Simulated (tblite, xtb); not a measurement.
Br3Sn (SMILES [Br][Sn+]([Br])[Br]), charge +1, singlet, geometry from GFN2-xTB (such geometries of metal compounds can be far from the true shape). Base run: GFN1-xTB run with xtb.

Here is a job for xtb.
```
$ xtb mol.xyz --gfn 1 --chrg 1 --json

# file mol.xyz
4

Sn    -0.00000000     0.00000000     0.00000000
Br    -1.99407378    -1.54743063    -0.18843106
Br    -0.04903946     2.26951936    -1.11948875
Br     2.04311323    -0.72208873     1.30791981
```

Programs used: tblite, xtb; a row that names a program was run with it.

Variants of this job, named by their change:

| change | ΔE vs base (kcal/mol) | HOMO-LUMO gap (eV) | G_solv (kcal/mol) | SCF cycles |
|---|---|---|---|---|
| base | 0.000 | 1.57 | - | 7 |
| alpb = thf | -42.98 | 1.57 | -42.99 | 7 |
| alpb = acetone | -43.38 | 1.57 | -43.47 | 7 |
| file = coord | 0.000 | 1.57 | - | 7 |
| gbsa = thf | -47.99 | 1.57 | -48.11 | 7 |
| program = tblite; method = gfn1; option = (--efield, 0,0,0.1) | -0.173 | - | - | - |
| etemp = 10000 | -62.12 | 1.58 | - | 8 |
| alpb = dmso | -47.21 | 1.57 | -47.23 | 7 |
| program = tblite; method = gfn1; option = --grad | -0.006 | - | - | - |

ALPB and GBSA are two models with their own fitted parameters for each solvent, which aren't always the measured dielectric constant.
